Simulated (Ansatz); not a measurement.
Geometry optimisation, Ansatz 0.2.0, RKS B3LYP/def2-SVP.

Input file:

```yaml
crystal:
  periodic: [false, false, false]
  atoms:
    - { symbol: B, position_ang: [-0.001338, 0.064701, 0.125879] }
    - { symbol: "N", position_ang: [-0.02922, 0.239101, 1.601414] }
    - { symbol: H, position_ang: [-0.894301, 0.364093, 2.115669] }
    - { symbol: H, position_ang: [0.793683, 0.534961, 2.115673] }
    - { symbol: C, position_ang: [1.380395, 0.174739, -0.628885] }
    - { symbol: H, position_ang: [1.568345, -0.734096, -1.225267] }
    - { symbol: H, position_ang: [1.348653, 1.012263, -1.34951] }
    - { symbol: H, position_ang: [2.247363, 0.332983, 0.034733] }
    - { symbol: C, position_ang: [-1.382545, -0.049665, -0.634629] }
    - { symbol: H, position_ang: [-2.179835, -0.534843, -0.043785] }
    - { symbol: H, position_ang: [-1.734723, 0.97358, -0.87168] }
    - { symbol: H, position_ang: [-1.294219, -0.584105, -1.59266] }
    - { symbol: F, position_ang: [0.153405, -2.445178, 0.420903] }
    - { symbol: H, position_ang: [0.139738, -1.967433, 1.214344] }
basis:
  gaussian: { orbitals: def2-SVP }
hamiltonian:
  xc: b3lyp
relax:
  f_tol: 0.03
  max_steps: 50
output:
  orbitals: {}
```

Run as:

```bash
$ ansatz run input.yaml --threads 4 --pin off --max-ram 5120MiB --backend cpu --events-out ev --progress --plain --runs-dir out
```

**Question.** Where does it end, and by what steps?

**Answer.** It converged. The force dipped under the threshold on the way, but the program's further checks kept it going. After 10 steps the energy has fallen by 0.250 eV; F13 moved furthest, 0.57 Å.

```json
{"step": "0", "energy less start (eV)": "0.0000", "largest force component (eV/Å)": "1.946", "accepted": "yes"}
{"step": "1", "energy less start (eV)": "-0.1044", "largest force component (eV/Å)": "1.698", "accepted": "yes"}
{"step": "2", "energy less start (eV)": "-0.2122", "largest force component (eV/Å)": "0.846", "accepted": "yes"}
{"step": "3", "energy less start (eV)": "-0.2399", "largest force component (eV/Å)": "0.203", "accepted": "yes"}
{"step": "4", "energy less start (eV)": "-0.2457", "largest force component (eV/Å)": "0.096", "accepted": "yes"}
{"step": "5", "energy less start (eV)": "-0.2471", "largest force component (eV/Å)": "0.026", "accepted": "yes"}
{"step": "6", "energy less start (eV)": "-0.2477", "largest force component (eV/Å)": "0.037", "accepted": "yes"}
{"step": "7", "energy less start (eV)": "-0.2478", "largest force component (eV/Å)": "0.120", "accepted": "yes"}
{"step": "8", "energy less start (eV)": "-0.2492", "largest force component (eV/Å)": "0.033", "accepted": "yes"}
{"step": "9", "energy less start (eV)": "-0.2495", "largest force component (eV/Å)": "0.011", "accepted": "yes"}
{"step": "10", "energy less start (eV)": "-0.2496", "largest force component (eV/Å)": "0.014", "accepted": "yes"}
```

```xyz
14
Properties=species:S:1:pos:R:3
B -0.020 0.111 0.098
N -0.019 0.019 1.520
H -0.878 0.060 2.061
H 0.806 0.239 2.072
C 1.353 0.279 -0.664
H 1.558 -0.628 -1.259
H 1.301 1.110 -1.389
H 2.224 0.451 -0.010
C -1.395 0.045 -0.675
H -2.263 -0.214 -0.046
H -1.600 1.030 -1.134
H -1.350 -0.673 -1.511
F 0.240 -2.663 0.940
H 0.157 -1.786 1.279
```

Whether the end is a true minimum wasn't checked by a vibrational analysis.

Run time: 16 s on 4 threads of Arm Neoverse V2, with other jobs on the host, peak memory 0.26 GiB.
